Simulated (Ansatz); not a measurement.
Born–Oppenheimer molecular dynamics of C$_{3}$H$_{8}$BN (13 atoms, charge 0, multiplicity 1). It starts from a relaxed structure.

These are results of RKS PBE-D4/STO-3G (Ansatz 0.2.0), not measurements.

```
ensemble                      : NVE (velocity Verlet)
time step                     : 0.5 fs
steps asked                   : 500
starting velocities drawn for : 300 K
masses                        : H 2.014 u
seed                          : 115254
```

First frame:

```xyz
13
Properties=species:S:1:pos:R:3
B -1.147 0.189 -0.488
C -0.658 -0.529 0.996
C 0.585 -0.250 0.245
C 0.286 -0.455 -1.190
N 1.520 0.677 0.680
H -1.192 1.363 -0.468
H -2.077 -0.400 -0.910
H -0.971 -1.587 1.010
H -0.745 -0.047 1.985
H 0.934 0.086 -1.901
H 0.108 -1.501 -1.488
H 1.338 1.181 1.583
H 2.039 1.237 -0.040
```

Problem. How far do the bonds stretch over the last three quarters of this one trajectory? (Pairs bonded in most of those frames.)

Solution. 
```json
{"bond": "B1–C2", "mean (Å)": "1.728", "spread (Å)": "0.027", "shortest": "1.68", "longest": "1.78"}
{"bond": "B1–C3", "mean (Å)": "1.938", "spread (Å)": "0.018", "shortest": "1.90", "longest": "1.97"}
{"bond": "B1–C4", "mean (Å)": "1.721", "spread (Å)": "0.025", "shortest": "1.68", "longest": "1.77"}
{"bond": "B1–H6", "mean (Å)": "1.176", "spread (Å)": "0.013", "shortest": "1.15", "longest": "1.20"}
{"bond": "B1–H7", "mean (Å)": "1.181", "spread (Å)": "0.015", "shortest": "1.15", "longest": "1.21"}
{"bond": "C2–C3", "mean (Å)": "1.480", "spread (Å)": "0.018", "shortest": "1.45", "longest": "1.54"}
{"bond": "C2–H8", "mean (Å)": "1.105", "spread (Å)": "0.031", "shortest": "1.05", "longest": "1.16"}
{"bond": "C2–H9", "mean (Å)": "1.106", "spread (Å)": "0.031", "shortest": "1.06", "longest": "1.16"}
{"bond": "C3–C4", "mean (Å)": "1.482", "spread (Å)": "0.024", "shortest": "1.44", "longest": "1.54"}
{"bond": "C3–N5", "mean (Å)": "1.390", "spread (Å)": "0.020", "shortest": "1.34", "longest": "1.43"}
{"bond": "C4–H10", "mean (Å)": "1.105", "spread (Å)": "0.018", "shortest": "1.07", "longest": "1.14"}
{"bond": "C4–H11", "mean (Å)": "1.104", "spread (Å)": "0.014", "shortest": "1.08", "longest": "1.13"}
{"bond": "N5–H12", "mean (Å)": "1.051", "spread (Å)": "0.009", "shortest": "1.03", "longest": "1.08"}
{"bond": "N5–H13", "mean (Å)": "1.051", "spread (Å)": "0.009", "shortest": "1.03", "longest": "1.07"}
```

Mean temperature of the second half: 150 K. The conserved energy stayed within 0.14 meV per atom of its start (net change 0.042 meV per atom), so the integration is sound. Over the second half the temperature averaged 0.50 of the 300 K drawn at the start: a run that starts near a minimum puts about half its kinetic energy into the potential. A run of 0.25 ps of so small a system gives no equilibrium averages. Limits of this set-up: minimal basis.

The run took 16 min on 1 thread of Arm Neoverse V2, on a shared host, peak memory 0.087 GiB.
